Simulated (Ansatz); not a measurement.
`[NH2][Sn][Cl]` + dimethylamine → `C[N](C)[Sn][Cl]` + NH₃ at 400 K and 1 bar (ligand exchange at the Sn–N bond).

Calculated with Ansatz (gas phase, PBE0-D4/def2-TZVP geometries, no zero-point term in ΔE). CCSD(T)/CBS is the MP2 limit (def2-TZVPP, def2-QZVPP) plus CCSD(T) − MP2 in def2-TZVPP, frozen cores. This one scheme is used for every species. Elements past krypton have def2 core potentials. For Sn outer-core shells are correlated without core-valence functions, which leaves a few kJ/mol of doubt a bond. One conformer a species, not always the lowest.

| species | CCSD(T)/CBS energy (Eh) | H − E (kJ/mol) | S (J/(mol·K)) |
| --- | --- | --- | --- |
| `[NH2][Sn][Cl]` | -729.78832 | 90.2 | 330.4 |
| `CNC` | -135.00321 | 264.6 | 293.2 |
| `C[N](C)[Sn][Cl]` | -808.28811 | 250.8 | 401.3 |
| NH₃ | -56.50880 | 104.2 | 203.1 |

H − E and S are ideal-gas, rigid-rotor, harmonic terms from PBE0-D4/def2-TZVP, for one conformer and one mirror image of each species. 1 Eh = 2625.50 kJ/mol, R = 8.31446 J/(mol·K).

Problem. By hand: ΔE, ΔH, ΔS and ΔG.

Solution. ΔE = (-808.28811) + (-56.50880) − (-729.78832) − (-135.00321) = -0.00538 Eh = -14.1 kJ/mol. Δ(H − E) = 250.8 + 104.2 − 90.2 − 264.6 = 0.2, so ΔH = -13.9 kJ/mol. ΔS = 401.3 + 203.1 − 330.4 − 293.2 = -19.2 J/(mol·K). ΔG = -13.9 − 400 × (-19.2)/1000 = -6.2 kJ/mol.

Problem. By hand: the equilibrium constant, and the temperature at which ΔG would vanish if ΔH and ΔS stayed fixed.

Solution. log₁₀ K = −ΔG/(RT ln 10) = 0.8. ΔG = 0 at ΔH/ΔS = 724 K, though so small a ΔS makes that figure unsure.

TΔS isn't small against ΔH here. A doubt of 5 kJ/mol in ΔE shifts log₁₀ K by 0.7 here. Other conformers and mirror images would add mixing entropy, several J/(mol·K) or more a flexible species. These are equilibria of isolated gas molecules and say nothing of rates. Largest T1 diagnostic: 0.017 (customary marks: 0.02 for closed shells, 0.045 for open ones).
